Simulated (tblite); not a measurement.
Record of a relaxation.

C₆H₁₁PSe.
SMILES with atom numbers: `[CH2:1]=[CH:2][C@@H:3]1[C@H:4]([CH3:5])[CH2:6][P@H:7]1=[Se:8]` (hydrogens: H9, H10 on C1; H11 on C2; H12 on C3; H13 on C4; H14, H15, H16 on C5; H17, H18 on C6; H19 on P7)

Computed with GFN2-xTB (tblite), gas phase: L-BFGS steps from a force-field or distance-geometry start until the largest atomic force falls under 0.01 eV/Å. 4 of its 98 geometries are shown.

Step 0: E = -655.8962 eV, largest atomic force 2.696 eV/Å
```
atom  x, y, z in Å  |  force x, y, z in eV/Å
C1      2.171   -1.716   -0.634   -0.720   0.550  -0.647
C2      1.230   -0.772   -0.820    1.642  -1.864   0.077
C3      0.663    0.043    0.256    1.719  -0.957  -0.936
C4     -0.740   -0.225    0.699   -0.238  -0.327   2.576
C5     -1.730   -0.681   -0.307   -1.553   0.269  -0.636
C6     -0.976    1.245    0.996   -2.522   0.947  -0.113
P7      0.265    1.760   -0.210    1.569   1.566   1.308
Se8     1.534    3.165    0.717    0.013   0.139  -0.579
H9      2.589   -1.964    0.336   -0.122   0.120  -0.363
H10     2.513   -2.265   -1.516    0.049   0.121   0.633
H11     0.886   -0.621   -1.831   -0.225   0.167  -0.005
H12     1.318    0.082    1.157   -0.121   0.055  -0.584
H13    -0.755   -0.809    1.670   -0.228   0.090  -1.100
H14    -1.574   -0.129   -1.266   -0.073  -0.669   0.581
H15    -2.751   -0.378    0.060    0.769  -0.370  -0.362
H16    -1.779   -1.761   -0.453    0.336   0.179  -0.197
H17    -0.705    1.585    2.020   -0.354  -0.045  -0.755
H18    -1.993    1.530    0.646    0.221   0.247   1.016
H19    -0.175    1.923   -1.526   -0.162  -0.219   0.087
```

Step 32: E = -656.7735 eV, largest atomic force 0.097 eV/Å
```
atom  x, y, z in Å  |  force x, y, z in eV/Å
C1      2.158   -1.723   -0.686    0.013  -0.018   0.008
C2      1.185   -0.840   -0.823    0.038  -0.043  -0.032
C3      0.682    0.002    0.287    0.009   0.030  -0.027
C4     -0.800   -0.152    0.733   -0.042   0.072   0.034
C5     -1.711   -0.700   -0.355    0.010   0.011  -0.006
C6     -1.069    1.340    1.026    0.038   0.084  -0.029
P7      0.390    1.825   -0.016   -0.040   0.012   0.056
Se8     1.738    3.331    0.458   -0.027  -0.018  -0.005
H9      2.644   -1.881    0.263    0.013   0.000  -0.024
H10     2.506   -2.324   -1.509   -0.002   0.024   0.004
H11     0.709   -0.689   -1.782    0.008  -0.034  -0.019
H12     1.347   -0.077    1.156   -0.029  -0.023   0.009
H13    -0.893   -0.778    1.621   -0.009  -0.062   0.063
H14    -1.623   -0.123   -1.271   -0.006   0.079  -0.013
H15    -2.747   -0.662   -0.027   -0.002  -0.018   0.027
H16    -1.456   -1.732   -0.580    0.005  -0.029   0.026
H17    -0.880    1.611    2.069    0.008  -0.043  -0.050
H18    -2.046    1.722    0.738   -0.019  -0.029  -0.018
H19    -0.144    1.859   -1.308    0.034   0.005  -0.004
```

Step 65: E = -656.7816 eV, largest atomic force 0.031 eV/Å
```
atom  x, y, z in Å  |  force x, y, z in eV/Å
C1      2.195   -1.700   -0.697    0.008   0.003   0.009
C2      1.173   -0.871   -0.814    0.014   0.008  -0.019
C3      0.671   -0.021    0.291   -0.014  -0.021   0.011
C4     -0.816   -0.146    0.735   -0.031   0.003  -0.001
C5     -1.738   -0.690   -0.344   -0.007  -0.007  -0.010
C6     -1.071    1.353    1.001    0.010   0.001   0.000
P7      0.412    1.809   -0.012    0.006  -0.003   0.006
Se8     1.756    3.300    0.505    0.014   0.009   0.003
H9      2.731   -1.810    0.231    0.008  -0.010   0.010
H10     2.540   -2.300   -1.522    0.002   0.017  -0.003
H11     0.661   -0.770   -1.762   -0.027  -0.012  -0.010
H12     1.323   -0.116    1.167    0.018   0.004   0.005
H13    -0.914   -0.762    1.632   -0.011  -0.006   0.002
H14    -1.713   -0.063   -1.232    0.009   0.001   0.008
H15    -2.762   -0.717    0.027    0.012   0.005  -0.010
H16    -1.448   -1.701   -0.622   -0.003   0.001   0.016
H17    -0.897    1.631    2.043   -0.004   0.010  -0.009
H18    -2.042    1.736    0.689    0.011  -0.014   0.005
H19    -0.071    1.848   -1.323   -0.015   0.011  -0.011
```

Step 97: E = -656.7857 eV, largest atomic force 0.009 eV/Å
```
atom  x, y, z in Å  |  force x, y, z in eV/Å
C1      2.265   -1.620   -0.729   -0.002  -0.004   0.004
C2      1.145   -0.920   -0.794    0.000  -0.005   0.003
C3      0.641   -0.072    0.310    0.004   0.004  -0.001
C4     -0.851   -0.150    0.742    0.001   0.000  -0.003
C5     -1.778   -0.682   -0.338   -0.004   0.001  -0.003
C6     -1.070    1.359    0.987   -0.002  -0.001   0.002
P7      0.444    1.768   -0.001    0.001   0.004  -0.004
Se8     1.833    3.209    0.543    0.003   0.003   0.000
H9      2.878   -1.629    0.157    0.000  -0.001   0.003
H10     2.617   -2.207   -1.560    0.003   0.006  -0.003
H11     0.558   -0.920   -1.703   -0.002  -0.003   0.002
H12     1.290   -0.173    1.188    0.002   0.000   0.004
H13    -0.978   -0.750    1.646    0.006   0.000  -0.004
H14    -1.698   -0.089   -1.247    0.002   0.004  -0.002
H15    -2.808   -0.638    0.008   -0.007  -0.005   0.000
H16    -1.539   -1.718   -0.571   -0.004  -0.001   0.000
H17    -0.915    1.648    2.028    0.002  -0.005   0.004
H18    -2.022    1.760    0.645   -0.003   0.003   0.004
H19    -0.021    1.832   -1.318    0.000  -0.001  -0.006
```

**Question.** Summarise the path.

**Answer.** The energy falls by 0.8895 eV from step 0 to step 97; nine tenths of that is first reached at step 10. It falls at every step. The largest force goes from 2.696 to 0.009 eV/Å. Among the bonds C3–C4 changes most, from 1.495 to 1.556 Å; the atoms move by 0.255 Å rms after alignment.

**Question.** Follow the three bonds and two angles with the largest change from start to end.

**Answer.** 
```json
{"step": "0", "E above end (eV)": "0.8895", "largest force (eV/Å)": "2.696", "C3–C4 (Å)": "1.495", "C3–P7 (Å)": "1.823", "C6–P7 (Å)": "1.806", "C6–P7–Se8 (°)": "108.1", "C6–P7–H19 (°)": "116.5"}
{"step": "4", "E above end (eV)": "0.2433", "largest force (eV/Å)": "0.663", "C3–C4 (Å)": "1.561", "C3–P7 (Å)": "1.864", "C6–P7 (Å)": "1.841", "C6–P7–Se8 (°)": "114.9", "C6–P7–H19 (°)": "108.7"}
{"step": "8", "E above end (eV)": "0.1191", "largest force (eV/Å)": "0.362", "C3–C4 (Å)": "1.559", "C3–P7 (Å)": "1.868", "C6–P7 (Å)": "1.852", "C6–P7–Se8 (°)": "118.5", "C6–P7–H19 (°)": "106.5"}
{"step": "13", "E above end (eV)": "0.0590", "largest force (eV/Å)": "0.238", "C3–C4 (Å)": "1.563", "C3–P7 (Å)": "1.872", "C6–P7 (Å)": "1.849", "C6–P7–Se8 (°)": "121.5", "C6–P7–H19 (°)": "106.6"}
{"step": "17", "E above end (eV)": "0.0385", "largest force (eV/Å)": "0.159", "C3–C4 (Å)": "1.561", "C3–P7 (Å)": "1.877", "C6–P7 (Å)": "1.855", "C6–P7–Se8 (°)": "122.6", "C6–P7–H19 (°)": "104.6"}
{"step": "21", "E above end (eV)": "0.0290", "largest force (eV/Å)": "0.092", "C3–C4 (Å)": "1.556", "C3–P7 (Å)": "1.877", "C6–P7 (Å)": "1.851", "C6–P7–Se8 (°)": "123.9", "C6–P7–H19 (°)": "103.4"}
{"step": "25", "E above end (eV)": "0.0232", "largest force (eV/Å)": "0.096", "C3–C4 (Å)": "1.559", "C3–P7 (Å)": "1.873", "C6–P7 (Å)": "1.852", "C6–P7–Se8 (°)": "124.3", "C6–P7–H19 (°)": "102.8"}
{"step": "30", "E above end (eV)": "0.0148", "largest force (eV/Å)": "0.087", "C3–C4 (Å)": "1.557", "C3–P7 (Å)": "1.873", "C6–P7 (Å)": "1.854", "C6–P7–Se8 (°)": "124.7", "C6–P7–H19 (°)": "103.0"}
{"step": "34", "E above end (eV)": "0.0100", "largest force (eV/Å)": "0.050", "C3–C4 (Å)": "1.557", "C3–P7 (Å)": "1.869", "C6–P7 (Å)": "1.856", "C6–P7–Se8 (°)": "124.9", "C6–P7–H19 (°)": "103.2"}
{"step": "38", "E above end (eV)": "0.0087", "largest force (eV/Å)": "0.038", "C3–C4 (Å)": "1.557", "C3–P7 (Å)": "1.871", "C6–P7 (Å)": "1.855", "C6–P7–Se8 (°)": "124.9", "C6–P7–H19 (°)": "103.5"}
{"step": "42", "E above end (eV)": "0.0076", "largest force (eV/Å)": "0.052", "C3–C4 (Å)": "1.557", "C3–P7 (Å)": "1.873", "C6–P7 (Å)": "1.857", "C6–P7–Se8 (°)": "124.8", "C6–P7–H19 (°)": "103.8"}
{"step": "46", "E above end (eV)": "0.0065", "largest force (eV/Å)": "0.041", "C3–C4 (Å)": "1.557", "C3–P7 (Å)": "1.875", "C6–P7 (Å)": "1.853", "C6–P7–Se8 (°)": "124.2", "C6–P7–H19 (°)": "104.1"}
{"step": "51", "E above end (eV)": "0.0055", "largest force (eV/Å)": "0.032", "C3–C4 (Å)": "1.558", "C3–P7 (Å)": "1.876", "C6–P7 (Å)": "1.854", "C6–P7–Se8 (°)": "124.1", "C6–P7–H19 (°)": "103.9"}
{"step": "55", "E above end (eV)": "0.0051", "largest force (eV/Å)": "0.024", "C3–C4 (Å)": "1.557", "C3–P7 (Å)": "1.875", "C6–P7 (Å)": "1.852", "C6–P7–Se8 (°)": "123.8", "C6–P7–H19 (°)": "103.8"}
{"step": "59", "E above end (eV)": "0.0047", "largest force (eV/Å)": "0.032", "C3–C4 (Å)": "1.557", "C3–P7 (Å)": "1.874", "C6–P7 (Å)": "1.854", "C6–P7–Se8 (°)": "123.8", "C6–P7–H19 (°)": "103.8"}
{"step": "63", "E above end (eV)": "0.0043", "largest force (eV/Å)": "0.034", "C3–C4 (Å)": "1.557", "C3–P7 (Å)": "1.875", "C6–P7 (Å)": "1.852", "C6–P7–Se8 (°)": "124.0", "C6–P7–H19 (°)": "104.0"}
{"step": "67", "E above end (eV)": "0.0037", "largest force (eV/Å)": "0.029", "C3–C4 (Å)": "1.558", "C3–P7 (Å)": "1.872", "C6–P7 (Å)": "1.855", "C6–P7–Se8 (°)": "124.1", "C6–P7–H19 (°)": "104.1"}
{"step": "72", "E above end (eV)": "0.0028", "largest force (eV/Å)": "0.025", "C3–C4 (Å)": "1.557", "C3–P7 (Å)": "1.875", "C6–P7 (Å)": "1.854", "C6–P7–Se8 (°)": "124.3", "C6–P7–H19 (°)": "104.2"}
{"step": "76", "E above end (eV)": "0.0022", "largest force (eV/Å)": "0.035", "C3–C4 (Å)": "1.556", "C3–P7 (Å)": "1.873", "C6–P7 (Å)": "1.856", "C6–P7–Se8 (°)": "124.2", "C6–P7–H19 (°)": "104.0"}
{"step": "80", "E above end (eV)": "0.0018", "largest force (eV/Å)": "0.032", "C3–C4 (Å)": "1.556", "C3–P7 (Å)": "1.876", "C6–P7 (Å)": "1.853", "C6–P7–Se8 (°)": "124.2", "C6–P7–H19 (°)": "104.0"}
{"step": "84", "E above end (eV)": "0.0014", "largest force (eV/Å)": "0.037", "C3–C4 (Å)": "1.557", "C3–P7 (Å)": "1.873", "C6–P7 (Å)": "1.855", "C6–P7–Se8 (°)": "124.1", "C6–P7–H19 (°)": "103.8"}
{"step": "89", "E above end (eV)": "0.0007", "largest force (eV/Å)": "0.036", "C3–C4 (Å)": "1.556", "C3–P7 (Å)": "1.877", "C6–P7 (Å)": "1.852", "C6–P7–Se8 (°)": "124.0", "C6–P7–H19 (°)": "103.8"}
{"step": "93", "E above end (eV)": "0.0002", "largest force (eV/Å)": "0.019", "C3–C4 (Å)": "1.557", "C3–P7 (Å)": "1.876", "C6–P7 (Å)": "1.854", "C6–P7–Se8 (°)": "124.0", "C6–P7–H19 (°)": "103.8"}
{"step": "97", "E above end (eV)": "0.0000", "largest force (eV/Å)": "0.009", "C3–C4 (Å)": "1.556", "C3–P7 (Å)": "1.877", "C6–P7 (Å)": "1.853", "C6–P7–Se8 (°)": "124.1", "C6–P7–H19 (°)": "103.9"}
```
